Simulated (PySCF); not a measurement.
**How methods differ on the ionisation energy of Mn(10+)**

Mn(10+) [Ne] 3s2 3p3 [3p1/2^2 3p3/2^1, M_J = 3/2] → Mn(11+) [Ne] 3s2 3p2 [3p1/2^2, M_J = 0], as a difference of total energies. Computed with PySCF 2.14 in an even-tempered Gaussian basis (20 s from 0.64 bohr⁻², ratio 2.4; 13 p from 0.83 bohr⁻², ratio 2.4; 5 d from 4.4 bohr⁻², ratio 2.6; 4 f from 6.6 bohr⁻², ratio 2.6), with the two-component X2C-1e Hamiltonian. Correlated levels: 1s2 frozen; the 52 highest virtual spinors dropped. "Screened" scales the spin-orbit matrix elements by Boettger's factors to mimic the two-electron term; Breit and QED terms are absent.

```csv
method,ionisation energy (eV)
GHF (spin-free),283.64
GMP2 (spin-free),284.10
GHF (screened spin-orbit),282.90
GMP2 (screened spin-orbit),283.33
```

Q: How much does correlation contribute at GMP2 (screened spin-orbit)?

A: 283.33 − (282.90) = 0.43 eV, measured against GHF (screened spin-orbit).

The labels give the starting determinants; with spin-orbit coupling the two ends relaxed to ⟨J²⟩ = 3.75, ⟨L²⟩ = 0.03, ⟨S²⟩ = 3.70 and ⟨J²⟩ = 1.37, ⟨L²⟩ = 1.96, ⟨S²⟩ = 1.94.

The determinant of Mn(11+) mixes levels of different J (the jj label is only the starting occupation), so the difference between spin-free and spin-orbit rows is not the physical spin-orbit shift.

For comparison: 286.1 ± 0.5 eV (semi-empirical (NIST evaluation); NIST Atomic Spectra Database, ionization energies).
